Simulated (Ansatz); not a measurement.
Saddle point of GaH$_{5}$O$_{2}$, closed shell (H₂O₂ ([OH][OH]) + GaH₃ → GaH₃O₂ ([OH][O][GaH2]) + H₂; bonds formed: H2–H5; dative contacts that become bonds: Ga1–O6; bonds broken: Ga1–H2, H5–O6), PBE0-D4/def2-TZVP structure:

Ga1  (-0.630, 0.024, -0.980)
H2  (-0.070, -1.593, -0.351)
H3  (-0.065, 0.196, -2.417)
H4  (-2.006, 0.342, -0.343)
H5  (0.492, -0.933, 0.133)
O6  (0.872, 0.304, 0.325)
O7  (0.303, 0.751, 1.560)
H8  (1.103, 0.911, 2.074)
(Å)

Energies are electronic, without zero-point energy. Barriers and step energies count from the start structure reached by relaxing down the imaginary mode; all methods use the PBE0-D4 structures, on which another method's saddle can fall below an end. Computed with Ansatz 0.2.0 (basis: def2-TZVPP, with def2-QZVPP for the basis limit); correlated methods freeze the cores. Filled d shells of the heavier atoms are correlated. The def2 sets are not built for correlating such inner shells, so the correlated values are less sure here. B3LYP uses VWN-RPA correlation. Extrapolation: Hartree–Fock as exp(−7.88 √X), correlation as X^−2.97.

```tsv
method	barrier (kJ/mol)	step energy (kJ/mol)
SPW92	51.8	8.5
PBE-D4	64.7	-8.8
BLYP-D4	70.5	-19.9
r2SCAN-D4	72.9	-6.3
B97M-V	?	5.3
PBE0-D4	82.2	1.8
B3LYP-D4	84.0	-9.5
r2SCAN0-D4	86.7	1.9
BHLYP-D4	103.4	0.4
CAM-B3LYP-D4	89.0	-3.2
wB97X-V	?	-2.8
wB97M-V	?	-0.8
B2PLYP	86.4	-9.8
PBE-QIDH	90.3	1.7
RPA on PBE	90.1	-5.8
HF	140.5	5.4
MP2	85.6	-9.0
CCSD	102.2	0.1
CCSD(T)	93.3	-3.1
```

Fill in the withheld barriers. (An estimate is asked for; the value comes from the calculation.)

Computed: wB97M-V 92.6; wB97X-V 91.6; B97M-V 89.9 kJ/mol. Each is the energy of the saddle less that of the start structure, by the same method.

For comparison, the barrier by CCSD(T) at an estimated basis limit (MP2 extrapolated from triple and quadruple zeta, plus CCSD(T) − MP2 in triple zeta) is 89.8 kJ/mol.

No T1 diagnostic of these runs exceeds 0.016.

Labels in which every atom is bracketed show which atoms are joined, not bond orders.

For scale, one of the runs: CCSD(T)/def2-TZVPP, 180 basis functions, launched by `ansatz run in.yaml --threads 4 --pin off --events-out ev --progress --plain --max-ram 9574MiB`. Time: 53 s of wall clock on 4 CPU threads of an Arm Neoverse V2; the host was shared. Peak host memory: 1.8 GiB.
